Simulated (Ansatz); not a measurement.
Isomers of Ag7Se⁺ (singlet), relaxed with PBE0-D4/def2-SVP; total energies from Ansatz at RPA@PBE/def2-TZVP.

```csv
isomer,description,energy (Eh)
A,point group Cs; 11 × Ag–Ag 2.67 to 2.93 Å; 3 × Ag–Se 2.47 to 2.53 Å,-3427.28524
B,point group Cs; 13 × Ag–Ag 2.72 to 3.08 Å; 3 × Ag–Se 2.51 to 2.60 Å,-3427.27728
C,point group not assigned; 10 × Ag–Ag 2.73 to 3.10 Å; 4 × Ag–Se 2.60 to 2.84 Å,-3427.28042
D,point group not assigned; 8 × Ag–Ag 2.69 to 2.92 Å; 4 × Ag–Se 2.47 to 2.76 Å,-3427.27760
```

In the def2 sets Ag takes a core potential; there is no spin–orbit coupling. Correlated methods freeze 9 core orbitals; core or outer-core shells of Ag, Se are correlated, in sets that lack core-valence functions.

The isomers come from a short search, and lower ones may exist.

Work out the relative energies (1 Eh = 2625.5 kJ/mol) and the Boltzmann populations at 800 K from electronic energies alone (R = 8.314 J/mol/K).

ΔE: A 0.0, B 20.9, C 12.7, D 20.1 kJ/mol. RT = 6.65 kJ/mol. Factors exp(−ΔE/RT): A 1, B 0.0432, C 0.148, D 0.0487; sum 1.240. Populations: A 80.7 %, B 3.5 %, C 11.9 %, D 3.9 %. Zero-point energy, vibrational entropy and symmetry numbers are left out and can shift these; an error of 4 kJ/mol changes a ratio by a factor of 1.8. Over the other density-functional and correlated levels in def2 sets, the gap between A and C ranges from 13 to 29 kJ/mol.
